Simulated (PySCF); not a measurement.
C7H9NS.
SMILES with atom numbers: `[N:1]#[C:2][C@@H:3]1[CH2:4][CH2:5][C@H:6]1[CH2:7][CH:8]=[S:9]` (hydrogens: H10 on C3; H11, H12 on C4; H13, H14 on C5; H15 on C6; H16, H17 on C7; H18 on C8)

Cartesian coordinates in Å at the PBE0-D3(BJ)/def2-SVP level; atoms count from 1:
```xyz
18
C7H9NS angstrom
N     -2.9700    2.6955   -0.0829
C     -2.3510    1.7516   -0.3421
C     -1.5619    0.5711   -0.6386
C     -1.9870   -0.8030   -0.0669
C     -0.4980   -1.1200    0.1559
C     -0.2003    0.3894    0.0829
C      1.0532    0.8768   -0.6337
C      2.2768    0.4592    0.1095
S      3.2933   -0.7114   -0.3433
H     -1.4194    0.5072   -1.7301
H     -2.5694   -1.4548   -0.7321
H     -2.5311   -0.6832    0.8809
H     -0.2161   -1.6498    1.0759
H     -0.0546   -1.6508   -0.7010
H     -0.2656    0.8370    1.0883
H      1.0188    1.9795   -0.6955
H      1.0846    0.4678   -1.6554
H      2.4420    0.9876    1.0652
```

Method: PySCF, PBE0-D3(BJ)/def2-SVP geometry optimisation, gas phase.

Take the most abundant isotopes and a rigid rotor. The values belong to one conformer with, in the numbering `[N:1]#[C:2][C@@H:3]1[CH2:4][CH2:5][C@H:6]1[CH2:7][CH:8]=[S:9]`, C5–C6–C7–C8 -67°, C6–C7–C8–S9 106°, C2–C3–C4–C5 -142°, C3–C4–C5–C6 20°, C4–C5–C6–C7 -141°, C2–C3–C6–C5 143°.

(1) What are A, B and C (MHz)?

(2) Classify the top.

(3) Is it planar, by Δ = Ic − Ia − Ib?

(4) Give the other two planar moments, Paa and Pbb, and the rms extents of the mass along the axes.

(5) Which lines would a microwave search look for?

(6) Estimate the classical rotational partition function at 100 K, 200 K and 500 K.

## Answers

(1) Ia = 153.12, Ib = 797.85, Ic = 910.92 u·Å²; 505379 MHz·u·Å²/I gives A = 3301, B = 633.4, C = 554.8 MHz.

(2) A near-prolate asymmetric top: κ = (2 × 633.4 − 3301 − 554.8)/(3301 − 554.8) = -0.94.

(3) Not planar: Δ = Ic − Ia − Ib = -40.04 u·Å². For a rigid frame Δ = −2 Σ m c², so Σ m c² = 20.02 u·Å² lies off the ab plane: 11.34 from hydrogen and 8.68 from heavier atoms. The atom farthest from that plane is 1.55 Å away.

(4) Paa = Σ m a² = (Ib + Ic − Ia)/2 = 777.82 and Pbb = Σ m b² = (Ia + Ic − Ib)/2 = 133.10 u·Å². With the mass M = 139.05 u, the rms extents √(P/M) along a, b and c are 2.37, 0.98, 0.38 Å.

(5) The dipole components are |μa| = 1.16 D, |μb| = 1.63 D, |μc| = 0.25 D. Intensities carry the squares of the components, which stand as 0.51 : 1.00 : 0.02 (a : b : c). Some lines, for components of 0.1 D or more:

```csv
type,branch,"J(Ka,Kc)",MHz,lower level (cm⁻¹)
b,R,"3(0,3) ← 2(1,2)",968,0.205
b,Q,"2(1,1) ← 2(0,2)",2826,0.119
a,R,"3(0,3) ← 2(0,2)",3558,0.119
a,R,"3(2,1) ← 2(2,0)",3572,0.480
a,R,"4(3,1) ← 3(3,0)",4756,1.050
c,Q,"5(2,4) ← 5(1,4)",7537,0.704
b,Q,"4(2,2) ← 4(1,3)",7755,0.500
b,R,"3(2,1) ← 2(1,2)",11811,0.205
c,R,"3(3,1) ← 2(2,1)",17098,0.480
c,R,"4(3,2) ← 3(2,2)",18290,0.599
c,Q,"5(4,2) ← 5(3,2)",18940,1.407
c,R,"5(3,2) ← 4(2,2)",19460,0.758
b,R,"5(3,2) ← 4(2,3)",19486,0.757
```

(6) Point group C1, symmetry number σ = 1; q = (√π/σ)·√((kT/h)³/(ABC)), k/h = 20836.6 MHz/K: 157000 at 100 K, 443000 at 200 K, 1750000 at 500 K.

PBE0-D3(BJ)/def2-SVP frequencies: not computed here. Zero-point vibration and centrifugal distortion are left out. Quadrupole hyperfine structure (14N) is left out.

On one thread, Arm Neoverse N1, shared host, this took 3.5 min. That covers the optimisation of the geometry.
